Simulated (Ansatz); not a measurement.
Z-matrix (Å, degrees):
```
Si
C 1 1.878
H 1 1.489 2 111.6
H 1 1.489 2 111.3 3 119.8
H 1 1.483 2 107.7 3 -119.8
N 2 1.381 1 119.3 3 -67.4
C 2 1.343 1 117.5 3 116.0
C 6 1.441 2 121.1 1 30.7
H 6 1.010 2 113.9 1 172.6
H 7 1.088 2 121.8 1 -179.9
H 7 1.081 2 121.1 1 1.7
H 8 1.099 6 113.9 2 67.6
H 8 1.094 6 110.0 2 -53.7
H 8 1.091 6 109.3 2 -170.9
```

The species carries charge 0 and has multiplicity 1.

Problem. List the B3LYP/def2-TZVPP orbital energies in eV (Ansatz 0.2.0). (Estimate.)

Solution. Ansatz gave: Occupied: -1798.77, -389.89, -277.70, -277.49, -276.27, -143.33, -98.64, -98.64, -98.63, -25.43, -20.61, -18.40, -16.31, -14.33, -13.45, -12.59, -12.16, -11.00, -10.85, -9.67, -9.43, -8.77, -8.68, -5.73. Lowest empty: 0.02, 0.64, 0.89, 1.30, 1.49, 1.63, 2.06, 2.54.

B3LYP here is the variant with VWN-RPA as its local correlation; programs differ in this.
